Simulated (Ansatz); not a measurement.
Ansatz (a quantum-chemistry and plane-wave program) input (B3LYP-D3(BJ)/def2-TZVP):

Ansatz 0.2 input:
```yaml
crystal:
  periodic: [false, false, false]
  atoms:
    - {symbol: Sb, position_ang: [-0.32652195, -0.31975551, 0.62054549]}
    - {symbol: H, position_ang: [-0.73874099, 0.97352210, -0.32945753]}
    - {symbol: H, position_ang: [1.03380471, -0.57601945, -0.34508680]}
basis:
  gaussian:
    orbitals: def2-TZVP
hamiltonian:
  xc: b3lyp
  dispersion: d3bj
total_charge: -1
relax: {f_tol: 0.002, max_steps: 150}
```

End of the output:

```
the calculation of the forces begins
reference -6572.93934983 eV, -241.5510658080 hartree; 13, 13 occupied and 49, 49 virtual orbitals, 524 factors
relax step   5: F+E_penalty+E_count = -6572.99288959 eV  Δ(F+E_penalty+E_count) = -1.177e-6 eV  max|allowed force component| = 5.939e-5 eV/Å  Δτ_max = 0.0004 Å  (30 SCF iters, accepted)
integrals: 0.01 GiB planned
524 factors; their error is unknown
mean field: 0.13 GiB planned
mean field evaluation 64: about -6572.9392 eV, gradient 3.1e-3 eV
mean field -6572.93915010 eV, -241.5510584681 hartree, gradient 1.5e-5 eV, S^2 0.000000; 1 other end points of the search recorded, 0 dependent functions left out
the calculation of the forces begins
reference -6572.93934983 eV, -241.5510658080 hartree; 13, 13 occupied and 49, 49 virtual orbitals, 524 factors
Total energy: -6572.99308933 eV, -241.5530406980 hartree
Atom 0 at    -0.326614    -0.336622     0.637870 Å, force     0.000059    -0.000044    -0.000009 eV/Å
Atom 1 at    -0.779911     1.022456    -0.342325 Å, force    -0.000016     0.000038    -0.000025 eV/Å
Atom 2 at     1.075067    -0.608087    -0.349543 Å, force    -0.000044     0.000006     0.000034 eV/Å
Dipole moment:    -0.074318    -0.085223     0.154182 e Å
```

Whether it binds its extra electron was not tested at this geometry.
